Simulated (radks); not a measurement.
Excited configurations of Cd3+: one electron is placed in a higher orbital outside [Kr] 4d8. The ground configuration is [Kr] 4d9. Calculated with a radial shooting solver on a logarithmic mesh with Libxc functionals: scalar-relativistic Kohn-Sham, PBE, spin-unpolarised, spherical densities, finite nucleus; Fermi nuclear charge, rms radius 4.6087 fm. Excitation = E - E(ground); binding = E(ion) - E, where the ion is the core of charge +4; n* = 4/sqrt(2 binding) in atomic units, and the quantum defect is n - n*.

| outer orbital | excitation (eV) | binding (eV) | n* | quantum defect | eigenvalue (eV) | <r> (bohr) |
|---|---|---|---|---|---|---|
| 5p | 23.379 | 30.684 | 2.664 | 2.336 | -26.488 | 2.575 |
| 5f | 43.821 | 10.241 | 4.610 | 0.390 | -8.745 | 6.389 |
| 6s | 35.048 | 19.014 | 3.384 | 2.616 | -16.938 | 4.418 |
| 7p | 44.047 | 10.016 | 4.662 | 2.338 | -8.956 | 8.109 |
| 7f | 48.821 | 5.241 | 6.445 | 0.555 | -4.658 | 14.29 |

The Delta-SCF ionisation energy is 54.062 eV (NIST Atomic Spectra Database: 51 eV, theoretical). Self-interaction in the functional shifts the binding energies and quantum defects, so they are the method's values and not measured ones. Spin polarisation and multiplet splitting are left out, so open shells lie too high by an amount that depends on their filling.

Beside tabulated values, note that spin-unpolarised runs miss the spin-polarisation part of the exchange energy of open shells.
